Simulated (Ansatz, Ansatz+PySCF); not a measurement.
```xyz
4

Li   -0.9882    0.1889   -0.5122
Li    0.9420   -0.1910    0.5272
F     0.3980   -0.6691   -1.0155
F    -0.4404    0.6725    1.0277
```

Basis set: def2-SVP (spherical functions). Correlated methods keep 2 orbitals frozen. Charge 0, multiplicity 3.

Computed with Ansatz (development build ahead of 0.2.0); each method stands on the lowest determinant of its kind that the runs found.

Q: Give the atomization energy at this shape (free ground-state atoms in the same class of orbitals less the molecule, no zero-point energy) of triplet Li₂F₂ by UHF-CCSD(T), UHF-MP2, UHF.

A:

```
     method  atomization energy
UHF-CCSD(T)     127.65 kcal/mol
    UHF-MP2     130.25 kcal/mol
        UHF      85.83 kcal/mol
```

Caution: another spin multiplicity may lie lower; the determinant breaks the point group.
